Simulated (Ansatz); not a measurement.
Program: Ansatz. Geometries: PBE0-D4/def2-TZVP. ΔE: electronic, gas phase. CBS: MP2 limit from def2 TZ/QZ plus the TZ coupled-cluster correction, frozen cores. Functionals use def2-TZVPP. For Ge outer-core shells are correlated without core-valence functions, which leaves a few kJ/mol of doubt a bond. Scalar relativity is left out up to krypton. One conformer a species, not always the lowest.

Reaction (isomerisation): `[SiH3][GeH]([SiH3])[SiH3]` → `[SiH3][SiH2][GeH2][SiH3]`

| species | PBE energy (Eh) |
| --- | --- |
| `[SiH3][GeH]([SiH3])[SiH3]` | -2950.73136 |
| `[SiH3][SiH2][GeH2][SiH3]` | -2950.72585 |

Work out ΔE.

ΔE = (-2950.72585) − (-2950.73136) = 0.00551 Eh = +14.5 kJ/mol. CCSD(T)/CBS gives +20.0 kJ/mol.

Largest T1 diagnostic among the species: 0.013.

Leaving LDA and LC-ωPBE aside and taking each functional with its dispersion term where it has one, the values, not all of them listed here, spread over 11.3 kJ/mol, from B97M-V to ωB97M-V.
